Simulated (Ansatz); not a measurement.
Molecule: VO₃, charge 0, multiplicity 2. The spin state was set by rule; other spins were not relaxed. 
Coordinates optimised at B3LYP-D3(BJ)/def2-TZVP (Ansatz, a first-principles code):
```xyz
4

V      0.0691     0.1697     0.1394
O      1.3931    -0.5393    -0.7879
O     -0.5868    -0.8616     1.1706
O     -1.0049     0.9129    -0.7834
```
Charge 0, spin multiplicity 2.

Basis-set convergence of Hartree-Fock and CCSD correlation energies (hartree) with Ansatz. Valence correlation only, unless marked. UHF or UKS for open shells. No spin-orbit coupling. Frozen are the shells of the preceding noble gas and the d and f shells that filled before the atom's block. Non-relativistic. The program attaches cautions to a run behind CCSD/def2-SVP: large difference.

The UHF reference is spin-contaminated (<S^2> 1.36 over the pure value in the largest basis). The T1 diagnostic of CCSD in the largest basis is 0.135, which is high, so the coupled-cluster rows are less sure than usual.

```json
[
 {"basis": "def2-SVP", "functions": "73", "E(HF)": "-1167.06714", "E(corr, CCSD)": "-0.71095"},
 {"basis": "def2-TZVPP", "functions": "157", "E(HF)": "…", "E(corr, CCSD)": "…"}
]
```

Q: Some entries are withheld; supply them.

A: 
- def2-TZVPP, E(HF): -1167.46543
- def2-TZVPP, E(corr, CCSD): -0.89703
